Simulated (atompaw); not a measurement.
# Reading a pseudo-wave (phosphorus)

Columns: radius, all-electron u(r) and pseudo u(r) of the 3p shell (level -24.40 eV) of phosphorus in the configuration [Ne] 3s2 3p1; LDA (PW92), non-relativistic, PAW (atompaw) scheme, atompaw 4.2.0.5.

| r (bohr) | all-electron | pseudo |
| --- | --- | --- |
| 0.069 | 0.0953 | -0.0046 |
| 0.138 | 0.2354 | -0.0184 |
| 0.208 | 0.3310 | -0.0412 |
| 0.277 | 0.3646 | -0.0717 |
| 0.346 | 0.3468 | -0.1093 |
| 0.415 | 0.2917 | -0.1530 |
| 0.485 | 0.2108 | -0.2021 |
| 0.554 | 0.1168 | -0.2539 |
| 0.623 | 0.0165 | -0.3078 |
| 0.692 | -0.0847 | -0.3624 |
| 0.762 | -0.1843 | -0.4172 |
| 0.831 | -0.2768 | -0.4694 |
| 0.900 | -0.3619 | -0.5188 |
| 0.969 | -0.4388 | -0.5646 |
| 1.038 | -0.5070 | -0.6061 |
| 1.108 | -0.5672 | -0.6434 |
| 1.177 | -0.6178 | -0.6752 |
| 1.246 | -0.6601 | -0.7020 |
| 1.315 | -0.6945 | -0.7238 |
| 1.385 | -0.7217 | -0.7411 |
| 1.454 | -0.7417 | -0.7536 |
| 1.523 | -0.7554 | -0.7620 |
| 1.592 | -0.7634 | -0.7664 |
| 1.662 | -0.7663 | -0.7673 |
| 1.731 | -0.7646 | -0.7648 |
| 1.800 | -0.7589 | -0.7589 |

(1) How many radial nodes do the two functions have?

(2) Where does each function peak?

(3) Is the pseudo-wave norm-conserving?

## Answers

(1) The all-electron 3p function has n − l − 1 = 1; the pseudo-wave has 0, since the states of the same l below it are removed with the core.

(2) Outermost all-electron maximum near 1.66 bohr, pseudo maximum near 1.66 bohr (to the table’s step).

(3) No, it belongs to a PAW set: the norm inside the radius is not constrained, and the difference is carried by the augmentation charge.
